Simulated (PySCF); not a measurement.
# Oxygen: a sound run and one with changed settings

Sound run: O²⁺ [He] 2s2 2p2, O³⁺ [He] 2s2 2p1. All numbers are calculated (PySCF 2.14, the spin-free X2C one-electron Hamiltonian (Gaussian nucleus), in x2c-SVPall). In the sound run the correlated levels freeze 1s2. The sound run starts from symmetry-adapted Hartree-Fock orbitals and uses a fine grid where one is needed.

Changed run: basis STO-3G, all-electron and non-relativistic. This setting is unsound on purpose.

```json
{"species": "O²⁺", "method": "UHF", "sound run (hartree)": "-73.05232", "changed run (hartree)": "-72.10797", "converged": "yes"}
{"species": "O²⁺", "method": "LDA", "sound run (hartree)": "-72.65844", "changed run (hartree)": "-71.68829", "converged": "yes"}
{"species": "O²⁺", "method": "M06-L", "sound run (hartree)": "-73.23551", "changed run (hartree)": "-72.24471", "converged": "yes"}
{"species": "O²⁺", "method": "MP2", "sound run (hartree)": "-73.10718", "changed run (hartree)": "-72.11973", "converged": "yes"}
{"species": "O²⁺", "method": "CCSD(T)", "sound run (hartree)": "-73.13052", "changed run (hartree)": "-72.12986", "converged": "yes"}
{"species": "O³⁺", "method": "UHF", "sound run (hartree)": "-71.03918", "changed run (hartree)": "-70.03453", "converged": "yes"}
{"species": "O³⁺", "method": "LDA", "sound run (hartree)": "-70.61589", "changed run (hartree)": "-69.59475", "converged": "yes"}
{"species": "O³⁺", "method": "M06-L", "sound run (hartree)": "-71.20125", "changed run (hartree)": "-70.14817", "converged": "yes"}
{"species": "O³⁺", "method": "MP2", "sound run (hartree)": "-71.08940", "changed run (hartree)": "-70.05893", "converged": "yes"}
{"species": "O³⁺", "method": "CCSD(T)", "sound run (hartree)": "-71.12248", "changed run (hartree)": "-70.07898", "converged": "yes"}
```

Ionisation energy of O²⁺:

| method | sound run (eV) | changed run (eV) |
| --- | --- | --- |
| UHF | 54.780 | 56.421 |
| LDA | 55.581 | 56.968 |
| M06-L | 55.355 | 57.050 |
| MP2 | 54.907 | 56.077 |
| SCS-MP2 | 54.804 | 56.008 |
| CCSD | 54.638 | 55.807 |
| CCSD(T) | 54.642 | 55.807 |

A minimal basis cannot let orbitals breathe on ionisation and holds almost no correlation. The Hamiltonian changed with the basis, so the totals do not compare.

For comparison, NIST gives 54.936 eV between the lowest levels.
